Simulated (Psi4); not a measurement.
H$_{4}$PSi (SMILES [SiH2]P), doublet, at a GFN2-xTB geometry, atoms displaced at random by about 0.03 Å a coordinate; PBE/6-31G, gradient in Psi4 1.11.

Psi4 was given this input:
```
memory 2 GB

molecule mol {
0 2
  Si   -1.010855   -0.357029    0.019497
  P     1.050857    0.417501   -0.036220
  H    -1.739069    0.064294    1.239410
  H    -1.743533    0.057205   -1.201031
  H     1.525203   -0.410460    1.017891
  H     1.452005   -0.418106   -1.019512
symmetry c1
no_reorient
no_com
}

set basis 6-31g
set reference uks

gradient('pbe')
print_variables()
```

Task: Write the output that Psi4 gives for this input, abridged.

Result: 
```
gradient() will perform analytic gradient computation.

   => Loading Basis Set <=

    Name: 6-31G
    Role: ORBITAL
    Keyword: BASIS

         ---------------------------------------------------------
                                   SCF
               by Justin Turney, Rob Parrish, Andy Simmonett
                          and Daniel G. A. Smith
                              UKS Reference
         ---------------------------------------------------------

  ==> Geometry <==

    Molecular point group: c1
    Full point group: C1

    Geometry (in Angstrom), charge = 0, multiplicity = 2:

       Center              X                  Y                   Z               Mass
    ------------   -----------------  -----------------  -----------------  -----------------
         SI          -1.010855000000    -0.357029000000     0.019497000000    27.976926534650
         P            1.050857000000     0.417501000000    -0.036220000000    30.973761998420
         H           -1.739069000000     0.064294000000     1.239410000000     1.007825032230
         H           -1.743533000000     0.057205000000    -1.201031000000     1.007825032230
         H            1.525203000000    -0.410460000000     1.017891000000     1.007825032230
         H            1.452005000000    -0.418106000000    -1.019512000000     1.007825032230

  Running in c1 symmetry.

  Rotational constants: A =      2.25979  B =      0.20376  C =      0.19721 [cm^-1]
  Rotational constants: A =  67746.69914  B =   6108.58979  C =   5912.20911 [MHz]
  Nuclear repulsion =   83.624111932775975

  Charge       = 0
  Multiplicity = 2
  Electrons    = 33
  Nalpha       = 17
  Nbeta        = 16

  ==> Algorithm <==

  SCF Algorithm Type is DF.
  DIIS enabled.
  MOM disabled.
  Fractional occupation disabled.
  Guess Type is SAD.
  Energy threshold   = 1.00e-08
  Density threshold  = 1.00e-08
  Integral threshold = 1.00e-12

  ==> Primary Basis <==

  Basis Set: 6-31G
    Blend: 6-31G
    Number of shells: 22
    Number of basis functions: 34
    Number of Cartesian functions: 34
    Spherical Harmonics?: false
    Max angular momentum: 1

  ==> DFT Potential <==

   => LibXC <=

    Version 7.1.2
    S. Lehtola, C. Steigemann, M. J. T. Oliveira, and M. A. L. Marques,  SoftwareX 7, 1–5 (2018) (10.1016/j.softx.2017.11.002)

   => Composite Functional: PBE <=

    PBE GGA Exchange-Correlation Functional

    J.P. Perdew et. al., Phys. Rev. Lett., 77(18), 3865-3868, 1996

    Deriv               =              1
    GGA                 =           TRUE
    Meta                =          FALSE

    Exchange Hybrid     =          FALSE
    MP2 Hybrid          =          FALSE

   => Exchange Functionals <=

    1.0000     XC_GGA_X_PBE

   => Correlation Functionals <=

    1.0000     XC_GGA_C_PBE

   => LibXC Density Thresholds  <==

    XC_GGA_C_PBE:  1.00E-12
    XC_GGA_X_PBE:  1.00E-15

   => Molecular Quadrature <=

    Radial Scheme          =       TREUTLER
    Pruning Scheme         =           NONE
    Nuclear Scheme         =       TREUTLER

    Blocking Scheme        =         OCTREE
    BS radius alpha        =              1
    Pruning alpha          =              1
    Radial Points          =             75
    Spherical Points       =            302
    Total Points           =         130277
    Total Blocks           =           1045
    Max Points             =            256
    Max Functions          =             33
    Weights Tolerance      =       1.00E-15

   => Loading Basis Set <=

    Name: (6-31G AUX)
    Role: JKFIT
    Keyword: DF_BASIS_SCF

  ==> Integral Setup <==

  SCF_SUBTYPE=INCORE selected. In-core MEM_DF algorithm will be used.
  Using in-core AOs.

  ==> MemDFJK: Density-Fitted J/K Matrices <==

    J tasked:                   Yes
    K tasked:                    No
    wK tasked:                   No
    Algorithm:                 Core
    Schwarz Cutoff:           1E-12
    Mask sparsity (%):       0.1730
[...]
  @DF-UKS Final Energy:  -632.77867269198259
    Total Energy =                       -632.7786726919825924
[...]
                       Andy Simmonett, and Alex Sokolov
         ------------------------------------------------------------

  ==> Geometry <==

    Molecular point group: c1
    Full point group: C1

    Geometry (in Angstrom), charge = 0, multiplicity = 2:

       Center              X                  Y                   Z               Mass
    ------------   -----------------  -----------------  -----------------  -----------------
         SI          -1.010855000000    -0.357029000000     0.019497000000    27.976926534650
         P            1.050857000000     0.417501000000    -0.036220000000    30.973761998420
         H           -1.739069000000     0.064294000000     1.239410000000     1.007825032230
         H           -1.743533000000     0.057205000000    -1.201031000000     1.007825032230
         H            1.525203000000    -0.410460000000     1.017891000000     1.007825032230
         H            1.452005000000    -0.418106000000    -1.019512000000     1.007825032230

  Nuclear repulsion =   83.624111932775975

  ==> Basis Set <==

  Basis Set: 6-31G
    Blend: 6-31G
    Number of shells: 22
    Number of basis functions: 34
    Number of Cartesian functions: 34
    Spherical Harmonics?: false
    Max angular momentum: 1

  ==> DFJKGrad: Density-Fitted SCF Gradients <==

    Gradient:                    1
    J tasked:                  Yes
    K tasked:                   No
    wK tasked:                  No
    Integrals threads:           1
    Schwarz Cutoff:          1E-12
    Fitting Condition:       1E-10

   => Auxiliary Basis Set <=

  Basis Set: (6-31G AUX)
    Blend: CC-PVDZ-JKFIT
    Number of shells: 108
    Number of basis functions: 360
    Number of Cartesian functions: 360
    Spherical Harmonics?: false
    Max angular momentum: 3

  ==> DFT Potential <==

   => LibXC <=

    Version 7.1.2
    S. Lehtola, C. Steigemann, M. J. T. Oliveira, and M. A. L. Marques,  SoftwareX 7, 1–5 (2018) (10.1016/j.softx.2017.11.002)

   => Composite Functional: PBE <=

    PBE GGA Exchange-Correlation Functional

    J.P. Perdew et. al., Phys. Rev. Lett., 77(18), 3865-3868, 1996

    Deriv               =              1
    GGA                 =           TRUE
    Meta                =          FALSE

    Exchange Hybrid     =          FALSE
    MP2 Hybrid          =          FALSE

   => Exchange Functionals <=

    1.0000     XC_GGA_X_PBE

   => Correlation Functionals <=

    1.0000     XC_GGA_C_PBE

   => LibXC Density Thresholds  <==

    XC_GGA_C_PBE:  1.00E-12
    XC_GGA_X_PBE:  1.00E-15

   => Molecular Quadrature <=

    Radial Scheme          =       TREUTLER
    Pruning Scheme         =           NONE
    Nuclear Scheme         =       TREUTLER

    Blocking Scheme        =         OCTREE
    BS radius alpha        =              1
    Pruning alpha          =              1
    Radial Points          =             75
    Spherical Points       =            302
    Total Points           =         130277
    Total Blocks           =           1045
    Max Points             =            256
    Max Functions          =             33
    Weights Tolerance      =       1.00E-15

  -Total Gradient:
     Atom            X                  Y                   Z
    ------   -----------------  -----------------  -----------------
       1        0.019936823143     0.019171684166    -0.000200979312
       2       -0.005688293660    -0.042096108581    -0.025555424647
       3        0.005775346147    -0.005391441659    -0.009348566211
       4        0.006669072258    -0.004724748549     0.009177456016
       5       -0.008121269148     0.005492299846    -0.011416522046
       6       -0.018581638702     0.027540372089     0.037343324214

  Variable Map:
  ----------------------------------------------------------------------------
[...]
  Array Variable Map:
  ----------------------------------------------------------------------------
[...]
[...]
```
